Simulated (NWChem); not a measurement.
Species: phosphorus nitride (PN); SMILES N#P

```xyz
2

N      0.0000     0.0000     1.0126
P      0.0000     0.0000    -0.4822
```
Atoms are numbered in this order, from 1.

Program: NWChem. Pople sets run with spherical d functions. The geometry was optimised at B3LYP/6-31G* (spherical d). GIAO values for the isolated, static molecule; σ is the absolute isotropic shielding.

### Question
Taking B3LYP/pcSseg-2 as the yardstick, which of these has the fewest basis functions while keeping “σ N1 (ppm)” within 5 ppm of it: B3LYP/6-31G*; B3LYP/IGLO-II; B3LYP/6-311G**; B3LYP/def2-SVP; B3LYP/def2-TZVP?

### Answer
none of them.
```
level            basis functions  σ N1 (ppm)
---------------  ---------------  ----------
B3LYP/6-31G*                  32      -365.7
B3LYP/def2-SVP                32      -382.2
B3LYP/6-311G**                44      -434.5
B3LYP/IGLO-II                 57      -437.3
B3LYP/def2-TZVP               68      -424.0
B3LYP/pcSseg-2                79      -445.1
```

The yardstick is one finite set, not the basis-set limit.
